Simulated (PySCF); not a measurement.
Oxygen: a sound run and one with changed settings

Sound run: O⁺ [He] 2s2 2p3, O²⁺ [He] 2s2 2p2. Computed with PySCF 2.14 in def2-TZVP, with the non-relativistic Hamiltonian (point nucleus). In the sound run the correlated levels freeze 1s2. The sound run starts from symmetry-adapted Hartree-Fock orbitals and uses a fine grid where one is needed.

Changed run: all electrons correlated in a basis built for the valence shell.

| species | method | sound run (hartree) | changed run (hartree) | converged |
| --- | --- | --- | --- | --- |
| O⁺ | MP2 | -74.47006 | -74.48761 | yes |
| O⁺ | CCSD(T) | -74.48689 | -74.50500 | yes |
| O²⁺ | MP2 | -73.17651 | -73.19353 | yes |
| O²⁺ | CCSD(T) | -73.19961 | -73.21712 | yes |

Ionisation energy of O⁺:

```json
{"method": "UHF", "sound run (eV)": "34.583", "changed run (eV)": "34.583"}
{"method": "MP2", "sound run (eV)": "35.199", "changed run (eV)": "35.214"}
{"method": "SCS-MP2", "sound run (eV)": "34.948", "changed run (eV)": "34.958"}
{"method": "CCSD", "sound run (eV)": "35.022", "changed run (eV)": "35.039"}
{"method": "CCSD(T)", "sound run (eV)": "35.029", "changed run (eV)": "35.045"}
```

A valence basis has no tight correlating functions, so it recovers only part of the core correlation, and not evenly between atom and ion.

For comparison, NIST gives 35.121 eV between the lowest levels.
